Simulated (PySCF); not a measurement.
Arsenic: a sound run and one with changed settings

Sound run: As+ [Ar] 3d10 4s2 4p2, As(2+) [Ar] 3d10 4s2 4p1. All numbers are calculated (PySCF 2.14, the non-relativistic Hamiltonian (point nucleus), in def2-TZVP (6s5p4d1f, 48 functions)). In the sound run the correlated levels freeze [Ar] 3d10. The sound run starts from symmetry-adapted Hartree-Fock orbitals and uses a fine grid where one is needed.

Changed run: the spin-free X2C one-electron Hamiltonian (Gaussian nucleus). This setting is unsound on purpose.

```
species   method  sound run (hartree)  changed run (hartree)  converged
    As+      UHF          -2233.84690            -2253.30320        yes
    As+     PBE0          -2235.17257            -2254.62099        yes
    As+   r2SCAN          -2235.42679            -2254.87643        yes
    As+      MP2          -2233.90115            -2253.35709        yes
    As+  CCSD(T)          -2233.91837            -2253.37388        yes
 As(2+)      UHF          -2233.18621            -2252.64163        yes
 As(2+)     PBE0          -2234.49035            -2253.93806        yes
 As(2+)   r2SCAN          -2234.73875            -2254.18763        yes
 As(2+)      MP2          -2233.22671            -2252.68181        yes
 As(2+)  CCSD(T)          -2233.24193            -2252.69659        yes
```

Ionisation energy of As+:

```tsv
method	sound run (eV)	changed run (eV)
UHF	17.978	18.002
PBE0	18.564	18.583
r2SCAN	18.722	18.743
MP2	18.353	18.375
SCS-MP2	18.278	18.301
CCSD	18.382	18.405
CCSD(T)	18.407	18.430
```

Most of the change in total energy is the relativistic energy itself. On top of that the contraction fixes the core shape for the Hamiltonian it was made with, so the changed run is not a good calculation with the other Hamiltonian either.

For comparison, NIST gives 18.589 eV between the lowest levels.
